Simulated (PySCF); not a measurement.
B (boron, neutral) across methods

[He] 2s2 3d1, 2D determinant (an excited configuration). Computed with PySCF 2.14 in aug-cc-pVQZ with one added diffuse shell each of s, p, d, f, g type (7s6p5d4f3g, 105 functions), with no relativity, point nucleus.

| method | E (hartree) | mean ε 2s α (eV) | mean ε 2s β (eV) | mean ε 3d α (eV) | Σ⟨r²⟩ (bohr²) | ⟨S²⟩ |
| --- | --- | --- | --- | --- | --- | --- |
| LDA | -24.1065 | -15.880 | -15.851 | -0.909 | 95.52 | 0.750 |
| UHF | -24.29267 | -20.464 | -20.458 | -1.502 | 104.7 | 0.750 |
| B97-3 | -24.4078 | -17.501 | -17.512 | -1.197 | 101.4 | 0.750 |
| BP86 | -24.4060 | -16.022 | -16.005 | -1.086 | 93.88 | 0.750 |
| PBE | -24.3651 | -15.957 | -15.923 | -0.998 | 94.52 | 0.750 |
| PBE0 | -24.3706 | -17.319 | -17.294 | -1.179 | 97.68 | 0.750 |
| HSE06 | -24.3750 | -16.925 | -16.899 | -0.981 | 98.38 | 0.750 |
| r2SCAN | -24.3808 | -16.298 | -16.290 | -0.893 | 98.59 | 0.750 |

Question: Estimate the same row for LC-wPBE.

Answer: E (hartree) = -24.3660; mean ε 2s α (eV) = -20.446; mean ε 2s β (eV) = -20.436; mean ε 3d α (eV) = -1.680; Σ⟨r²⟩ (bohr²) = 102.6; ⟨S²⟩ = 0.750.

The outer electron is Rydberg-like, and this basis confines it to a smaller radius and binds it less than a complete one would.
